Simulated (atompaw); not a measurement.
**Fe: PAW (atompaw) pseudisation with PBE, scalar-relativistic reference atom.**

```
Element                 : iron (Fe)
Generator               : atompaw 4.2.0.5
Type                    : PAW
Functional              : PBE
Relativity              : scalar-relativistic
Frozen core             : [Ne]
Valence charge          : 16
Reference configuration : 3s2 3p6 3d5 4s0 4p0 (charge +3)
Partial waves           : 3s (bound): rc 1.40 bohr; 4s (bound, empty): rc 2.15 bohr; 3p (bound): rc 1.35 bohr; 4p (bound, empty): rc 2.15 bohr; 3d (bound): rc 2.15 bohr; 3d channel at -1.8 Ry: rc 2.15 bohr
Local potential         : bessel scheme, radius 2.10 bohr
Core correction         : smooth core density matched at 1.45 bohr
Augmentation charge     : besselshape compensation charge, radius 2.00 bohr; PAW radius 2.15 bohr; waves and projectors: custom polynom vanderbiltortho
```

Task: Does the generator finish with these settings?

Result: Yes, a potential is produced.

Task: Estimate the cutoffs (Ry, on a coarse ladder) from which the occupation-weighted sum of valence levels, in a spherical-Bessel basis at the reference potential, stays within 10 and 1 mRy of its value at 400 Ry.

Result: 70 Ry and 90 Ry.

Task: Does the potential have ghost states?

Result: No extra level below or beside the all-electron valence levels (s, p, d, f tested).

Task: Is the overlap operator S = 1 + Σ q|β⟩⟨β| positive definite (Bessel basis up to 400 Ry)?

Result: Yes: its lowest eigenvalue is 0.48 (s channel).

Task: Which valence shell sets the plane-wave cutoff?

Result: 3p: its level needs 70 Ry to come within 1 mRy, against 45 Ry for 3s.
